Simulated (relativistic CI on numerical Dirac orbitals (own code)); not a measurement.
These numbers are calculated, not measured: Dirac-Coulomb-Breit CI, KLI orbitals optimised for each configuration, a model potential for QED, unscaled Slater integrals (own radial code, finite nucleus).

The strongest absorption lines from the ground level of an ion, among the configurations computed and to levels below about 304 eV (vacuum wavelength in Å, gf): 40.929 (5.8e-05), 81.419 (0.0065), 87.890 (0.0016), 96.332 (0.023), 100.84 (1.7), 115.19 (0.21), 122.91 (0.064), 153.74 (0.39).

Task: Which ion is it?
A. Te XXI
B. Ba XXIII
C. Ce XXVII
D. Ba XXV

Result: D. Ba XXV has 32 electrons and the ground level 4s2.4p2 3P_0; the strongest line goes to 4s2.4p.4d 3D°_1. The pattern of lines fixes the number of electrons, and along that sequence the line energies rise steadily with the charge (about as its square where n changes within one kind of shell, about linearly where n is kept but much faster in heavy ions where fine structure, which grows about as Z⁴, sets the gap, and irregularly where shells cross), which fixes Z. Configurations outside the model, such as inner-shell arrays, can give stronger lines. At this charge energies of transitions that change n are usually good to better than 1 %, and those within a shell (Δn = 0) to a few per cent.

LS names give the leading component of a level, which can be under half, so a name can repeat, a term be missing and a line seem to break the LS rules.
